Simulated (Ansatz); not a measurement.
```xyz
2

C     0.0000    0.0000   -0.6680
N     0.0000    0.0000    0.6680
```

Basis set: 6-31G (spherical functions). Frozen core: 2 orbitals. Correlation on ROHF uses semicanonical orbitals with singles. Charge 0, multiplicity 2.

Computed with Ansatz (development build ahead of 0.2.0); the reference of a correlated method needn't be the lowest determinant of its kind.

Question: Give the atomization energy at this shape (free ground-state atoms in the same class of orbitals less the molecule, no zero-point energy) of doublet CN by UHF-BCCD(T), ROHF-CCSD(T), UHF-CCSD(T).

Answer:

```json
{"method": "UHF-BCCD(T)", "atomization energy": "131.86 kcal/mol"}
{"method": "ROHF-CCSD(T)", "atomization energy": "131.73 kcal/mol"}
{"method": "UHF-CCSD(T)", "atomization energy": "129.42 kcal/mol"}
```

Caution: the program doubts this total; the reference determinant was not shown to be the lowest; the shape is not the minimum. Caution for UHF-BCCD(T), UHF-CCSD(T): the unrestricted determinant is spin contaminated. Caution for ROHF-CCSD(T): an unrestricted determinant lies well below; other determinants can give a lower correlated total. Caution for UHF-CCSD(T): another reference gives a lower total.

This basis has no polarisation functions and is too small for such energies, which can lie far from measured ones in either direction.
